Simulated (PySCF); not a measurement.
# Electron correlation in Ne²⁺ (neon, charge +2)

[He] 2s2 2p4, high-spin 3P determinant. All numbers are calculated (PySCF 2.14, no relativity, point nucleus, in def2-TZVPPD (6s4p3d1f, 40 functions)). Frozen: nothing; 8 electrons correlated.

MP2 pair energies summed by pair of shells (mhartree):

```json
{"pair": "2p-2p", "energy": "-66.22", "share (%)": "41.6"}
{"pair": "2s-2p", "energy": "-64.85", "share (%)": "40.7"}
{"pair": "1s-1s", "energy": "-11.60", "share (%)": "7.3"}
{"pair": "2s-2s", "energy": "-9.52", "share (%)": "6.0"}
{"pair": "1s-2p", "energy": "-4.58", "share (%)": "2.9"}
{"pair": "1s-2s", "energy": "-2.39", "share (%)": "1.5"}
```

Total MP2 correlation energy: -159.16 mhartree.

Same-spin part -35.59 and opposite-spin part -123.57 mhartree; SCS-MP2 scales them by 1/3 and 6/5 to -160.15 mhartree.

This basis was not built for core-valence correlation, so the inner-shell part is incomplete.
